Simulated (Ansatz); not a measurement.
Species: C$_{2}$H$_{7}$Al, SMILES `[CH3][AlH][CH3]` (charge 0, multiplicity 1).

Question: Give a relaxed geometry from B3LYP-D3(BJ)/def2-TZVP in Ansatz (a quantum-chemistry and plane-wave program).

Answer: the end point of this relaxation (outside a Z-matrix the atoms follow the SMILES, hydrogens last).
Cartesian coordinates (Å) in one orientation:
```xyz
10

C      1.702     0.131    -0.081
Al    -0.051    -0.171     0.738
C     -1.671    -0.036    -0.355
H      1.757     1.129    -0.529
H      1.878    -0.577    -0.898
H      2.530     0.037     0.624
H     -0.160    -0.517     2.285
H     -1.608    -0.681    -1.237
H     -1.797     0.984    -0.734
H     -2.581    -0.300     0.188
```
